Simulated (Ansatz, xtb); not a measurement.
C4H8BN: which of two isomers lies lower

Structure X is `B/C=C(/N)C=C`, a singlet and structure Y is `B/C(C=C)=C/N`, a singlet. Both are isolated molecules in the gas phase, relaxed with PBE0-D3(BJ)/def2-SVP; the shapes shown needn't be the lowest conformers.

X (Å):

| atom | x (Å) | y (Å) | z (Å) |
| --- | --- | --- | --- |
| C | -1.4964 | -0.1708 | -1.4160 |
| C | -2.1683 | -0.3501 | -0.2188 |
| C | -1.9781 | 0.5618 | 0.9191 |
| C | -2.7769 | 0.6426 | 1.9893 |
| B | -0.5095 | 0.9227 | -1.7356 |
| N | -3.0594 | -1.3530 | -0.0464 |
| H | -0.1770 | 1.7637 | -0.9270 |
| H | -0.0045 | 0.9780 | -2.8365 |
| H | -1.7342 | -0.9173 | -2.1864 |
| H | -3.3709 | -1.6100 | 0.8785 |
| H | -3.1845 | -2.0328 | -0.7831 |
| H | -1.1171 | 1.2252 | 0.8304 |
| H | -2.5666 | 1.3525 | 2.7925 |
| H | -3.6828 | 0.0390 | 2.1032 |

Y (Å):

```xyz
14

C    -0.4356   -0.6954    0.1612
C    -0.0448   -0.2485   -1.1826
C     0.6052   -0.9663   -2.1085
C    -0.7564    0.2419    1.1253
B    -0.5459   -2.1421    0.5998
N    -0.7070    1.5789    1.0105
H    -0.8894   -2.3858    1.7389
H    -0.3123   -3.0697   -0.1427
H    -0.3351    0.7730   -1.4729
H     0.9284   -1.9921   -1.9125
H     0.8267   -0.5478   -3.0932
H    -1.0885   -0.1142    2.1055
H    -0.9680    2.1786    1.7782
H    -0.3571    2.0184    0.1705
```

Quicker runs give these differences E(Y) − E(X): GFN2-xTB +1.85 kcal/mol; HF/STO-3G +0.63 kcal/mol (at GFN2-xTB geometries); r2SCAN-D4/def2-SVP +1.76 kcal/mol (at GFN2-xTB geometries).

Task: Estimate E(Y) − E(X) at the level CCSD(T)/def2-SVP + ΔMP2/def2-TZVPP.

Result: Too close to call at this level: CCSD(T)/def2-SVP + ΔMP2/def2-TZVPP gives E(Y) − E(X) = +0.38 kcal/mol.

The same difference at several levels:

```tsv
level	geometry	E(Y) − E(X) (kcal/mol)	departure from the last row (kcal/mol)	job, with rough time for the two
GFN2-xTB	GFN2-xTB	+1.85	+1.48	optimisation, 0.15 s
HF/STO-3G	GFN2-xTB	+0.63	+0.25	single point, 0.3 s
r2SCAN-D4/def2-SVP	GFN2-xTB	+1.76	+1.38	single point, 2.3 s
PBE0-D3(BJ)/def2-SVP	PBE0-D3(BJ)/def2-SVP	+0.60	+0.22	optimisation, 46 s
HF/def2-SVP	PBE0-D3(BJ)/def2-SVP	+0.38	0.00	part of the CCSD(T) run
MP2/def2-SVP	PBE0-D3(BJ)/def2-SVP	+0.05	−0.33	part of the CCSD(T) run
CCSD(T)/def2-SVP	PBE0-D3(BJ)/def2-SVP	+0.21	−0.17	single point
CCSD(T)/def2-SVP + ΔMP2/def2-TZVPP	PBE0-D3(BJ)/def2-SVP	+0.38		single point, 28 s
```

As drawn, both hold the same kinds of bond in the same numbers.

The largest departure from CCSD(T)/def2-SVP + ΔMP2/def2-TZVPP is that of GFN2-xTB, 1.48 kcal/mol. The last row adds to CCSD(T) the change of the MP2 difference between the two basis sets, here +0.17 kcal/mol.

With thermal terms from frequencies at re-optimised GFN2-xTB minima (ideal gas, soft modes damped towards free rotors, one conformer each, 298.15 K, 1 atm): on the last row, ΔE + ΔZPE = +0.31, ΔH = +0.33, ΔG = +0.37 kcal/mol.

The correlated steps freeze 6 core orbitals. Run with Ansatz 0.2.0, xtb 6.7.1; the last row on 2 threads of Intel(R) Xeon(R) 6975P-C (Granite Rapids) on a shared host.
